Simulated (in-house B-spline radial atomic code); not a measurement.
## Ionising S4+ with different functionals

Computed with a radial B-spline atomic code at the basis-set limit: four-component Dirac-Coulomb Hamiltonian, Fermi nucleus of rms radius 3.2611 fm, spin-restricted, spherical fractional occupations for the functionals, and exact exchange of hybrids averaged over the configuration. The ionisation energy is the difference of two self-consistent energies, [Ne] 3s2 → [Ne] 3s1, without Breit or QED terms; ε is the level of the shell that loses the electron (mean over j).

```
   method                    rung  ΔSCF (eV)  -ε(3s) (eV)
    B3LYP           global hybrid          ?            ?
     PBE0           global hybrid          ?            ?
CAM-B3LYP  range-separated hybrid      73.12        69.13
    wB97X  range-separated hybrid      72.93        70.16
```

(1) What does PBE0 give?

(2) What does B3LYP give?

(3) Among the functionals, which spreads more, the ΔSCF values or the orbital energies?

(4) How do they compare with the NIST value?

## Answers

(1) ΔSCF 72.85 eV, and -ε(3s) = 67.45 eV.

(2) ΔSCF 73.18 eV, and -ε(3s) = 67.30 eV.

(3) The orbital energies: ΔSCF values span about 0.33 eV and the orbital energies 2.86 eV; here energy differences depend much less on the functional than eigenvalues do.

(4) NIST lists 72.594 eV (measured, ground level to ground level). Errors run from +0.25 to +0.58 eV; PBE0 is closest (+0.25 eV), but part of that can be cancellation, since the calculations leave out Breit-QED terms, spin polarisation, the near-degeneracy of s² and p².
